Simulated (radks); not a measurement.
Values are calculated unless marked as measured or tabulated.
Initial-state core-level shifts of the barium ion Ba+ when its valence configuration changes from [Xe] 6s1. Code: a radial shooting solver on a logarithmic mesh with Libxc functionals. Model: scalar-relativistic Kohn-Sham, PBE, spin-polarised, spherical densities, point nucleus; open shells are filled with parallel spins first (spin-orbit coupling, left out, can overturn this in heavy ions). Shifts are changes of the shell-averaged eigenvalues in eV (positive: less bound).

valence          1s      2p      4p      5s
5d1          +1.838  +1.925  +1.894  +1.829
6s0.5 6p0.5  -0.558  -0.558  -0.558  -0.545
4f1          +2.806  +3.065  +3.333  +1.792
6p1          -1.116  -1.116  -1.115  -1.087
